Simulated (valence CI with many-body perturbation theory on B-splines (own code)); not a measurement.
Lu20+: one-electron terms

Calculated by relativistic CI+MBPT: five valence electrons over a frozen Dirac-Fock core [Kr] 4d10, radial functions for each j: 7 s, 7 p, 7 d, 7 f, 4 g, 2 h, with the one-electron correlation potential Σ1 (screened to all orders), the two-electron term Σ2, the three-electron term Σ3, Breit, model QED; selected single and double excitations, second order for the rest, scaled by the run's own slope (own B-spline code, finite nucleus).

No measured levels were compared; by estimate terms of the open shell hold to a few per cent of their energy, and close levels can change places. Among the levels kept, up to 1000 cm⁻¹ of a level comes from second order outside the variational space, and about a tenth of that is noise between levels of different J, which matters for small intervals. Only levels of the ground parity were solved; by the run's estimate the other parity begins above the list, which can be wrong where configurations are misplaced.

These are the spectroscopic orbitals of the CI (the correlating ones are not listed), shaped by the core and the other valence electrons. h is the expectation value of the core's Dirac-Fock operator, without the valence repulsion; Σ1 is computed up to l = 3 at one energy for each symmetry, that of its lowest orbital but kept below the first core excitation, so for empty shells it is not the orbital's own correlation shift; Breit and QED include the response of the core.

| Orbital | h (hartree) | Σ1 (cm⁻¹) | Breit (cm⁻¹) | QED (cm⁻¹) | ⟨r⟩ (bohr) |
| --- | --- | --- | --- | --- | --- |
| 5s1/2 | -22.344 | -20111 | 2204 | 1870 | 0.9125 |
| 6s1/2 | -13.673 | -6051 | 988 | 834 | 1.508 |
| 7s1/2 | -9.2864 | -2894 | 549 | 469 | 2.231 |
| 5p1/2 | -20.881 | -18030 | 3324 | 12.6 | 0.9467 |
| 6p1/2 | -12.945 | -5837 | 1559 | 6.2 | 1.561 |
| 7p1/2 | -8.8686 | -2865 | 884 | 3.7 | 2.307 |
| 5p3/2 | -20.099 | -15575 | 1868 | 173 | 0.9871 |
| 6p3/2 | -12.567 | -5330 | 894 | 82.5 | 1.611 |
| 7p3/2 | -8.6547 | -2672 | 559 | 47.7 | 2.366 |
| 5d3/2 | -17.708 | -12199 | 1042 | -104 | 1.062 |
| 6d3/2 | -11.375 | -4925 | 568 | -55.1 | 1.716 |
| 7d3/2 | -7.9583 | -2587 | 337 | -32.4 | 2.515 |
| 5d5/2 | -17.549 | -11688 | 598 | -44.7 | 1.073 |
| 6d5/2 | -11.295 | -4763 | 326 | -23.6 | 1.729 |
| 7d5/2 | -7.912 | -2511 | 198 | -13.8 | 2.531 |
| 4f5/2 | -25.979 | -28501 | -100 | -359 | 0.5138 |
| 5f5/2 | -14.771 | -9679 | 90.5 | -85.7 | 1.167 |
| 4f7/2 | -25.877 | -27915 | -1064 | -281 | 0.5174 |
| 5f7/2 | -14.736 | -9595 | -163 | -64.1 | 1.170 |
| 5g7/2 | -12.586 |  | -59.4 | -11.7 | 1.232 |
| 5g9/2 | -12.584 |  | -101 | -7.7 | 1.233 |

Among the shells of the start configuration 4f5, Σ1 is largest in size for 4f5/2, where it is 0.50 % of h.

Lowest root of each symmetry, sizes in configuration state functions:

| J | Parity | Roots | Reference | Variational | Second order | Change by selected CI (cm⁻¹) | Change by second order (cm⁻¹) |
| --- | --- | --- | --- | --- | --- | --- | --- |
| 1/2 | odd | 10 | 49 | 26585 | 750263 | -9888 | -20 |
| 3/2 | odd | 21 | 94 | 25749 | 976792 | -9868 | -184 |
| 5/2 | odd | 27 | 121 | 25595 | 1709747 | -9433 | -283 |
| 7/2 | odd | 30 | 132 | 24615 | 2036681 | -9132 | -385 |
| 9/2 | odd | 29 | 128 | 24364 | 2390373 | -9029 | -392 |
| 11/2 | odd | 26 | 111 | 24394 | 1206532 | -9056 | -360 |
| 13/2 | odd | 20 | 84 | 23876 | 797082 | -9188 | -295 |
| 15/2 | odd | 16 | 62 | 24817 | 1773485 | -9411 | -227 |
| 17/2 | odd | 9 | 37 | 23519 | 1394775 | -9441 | -175 |
| 19/2 | odd | 5 | 20 | 24567 | 684883 | -9465 | -52 |
| 21/2 | odd | 3 | 9 | 21829 | 170942 | -9499 | -8 |
| 23/2 | odd | 1 | 3 | 10956 | 158651 | -9581 | -11 |
